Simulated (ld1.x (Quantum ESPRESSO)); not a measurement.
## What one change does to a pseudopotential (Hf (Z = 72), TM)

```json
{
 "Element": "hafnium",
 "Generator": "ld1.x (Quantum ESPRESSO) 7.5",
 "Type": "norm-conserving Troullier–Martins (Kleinman–Bylander form)",
 "Functional": "PBE",
 "Relativity": "scalar-relativistic",
 "Frozen core": "[Xe] 4f14",
 "Valence charge": "4",
 "Reference configuration": "5d2 6s2 6p0",
 "Partial waves": "6s (bound): rc 2.20 bohr; 6p (bound, empty): rc 3.00 bohr; 5d (bound): rc 2.65 bohr; 5f channel at -0.2 Ry: rc 2.40 bohr",
 "Local potential": "all-electron potential smoothed inside 2.30 bohr (lloc = -2)",
 "Core correction": "none"
}
```

Change: local potential the d channel.

Cutoffs: the cutoffs (Ry, on a coarse ladder) from which the occupation-weighted sum of valence levels, in a spherical-Bessel basis at the reference potential, stays within 10 and 1 mRy of its value at 400 Ry; they do not see the model core or the augmentation charge, which bear on the density cutoff. Errors are all-electron minus pseudo energies relative to the spin-unpolarised reference configuration.

**Question.** How do hardness, ghosts and transferability respond?

**Answer.** The potential gets neither clearly harder nor softer (21 Ry and 30 Ry → 21 Ry and 30 Ry); the bound ghosts move from f to f, p, s; the number of tests that count goes from 7 to 5; of the 5 tests that both files solve, the error grows in 0 and shrinks in 3 by more than 15 % and 0.3 meV (median size 154.4 → 23.9 meV); the range in which the s phases agree widens (upper end 0.1 → 2.7); the range in which the f phases agree narrows (upper end 3.1 → 0.9). In the separable form a ghost depends on how the local part lies against the semilocal potential of the channel, so the choice of the local part can create or remove one.

| quantity | base | changed |
| --- | --- | --- |
| cutoff, loose | 21 Ry | 21 Ry |
| cutoff, tight | 30 Ry | 30 Ry |
| loose cutoff by channel (10 mRy a level) | s 10 Ry, d 18 Ry | s 12 Ry, d 18 Ry |
| bound ghosts | f | f, s, p |
| tests counted (converged, no solver errors) | 7 of 7 | 5 of 7 |
| error for 5d2 6s1 6p0, meV [ΔE 7.98 eV] | +13 | +8.4 |
| error for 5d2 6s0 6p0, meV [ΔE 22.16 eV] | +154 | +154 |
| error for 5d1 6s0 6p0, meV [ΔE 43.95 eV] | +304 | +306 |
| error for 5d1 6s2 6p0, meV [ΔE 6.50 eV] | +178 | +24 |
| error for 5d2 6s1.5 6p0, meV [ΔE 3.25 eV] | +1.3 | +0.5 |
| s: phases at 3.25 bohr within 0.05 rad from the reference energy up to (Ry; the scan ends near 5) | 0.1 | 2.7 |
| p: phases at 3.25 bohr within 0.05 rad from the reference energy up to (Ry; the scan ends near 5) | 0.2 | 0.1 |
| d: phases at 3.25 bohr within 0.05 rad from the reference energy up to (Ry; the scan ends near 5) | 1.5 | 1.6 |
| f: phases at 3.25 bohr within 0.05 rad from the reference energy up to (Ry; the scan ends near 5) | 3.1 | 0.9 |

Changed file: Tests not counted: 5d2 6s1 6p1 (solver errors, printed error -2.1 eV); 5d2 6s0 6p1 (solver errors, printed error -2.3 eV). A true bound ghost makes a file unfit for plane-wave use even where its test errors are small: the radial tests pick states by their node count and pass the ghost by. Where a test does run into it, the solver fails or the error is huge.
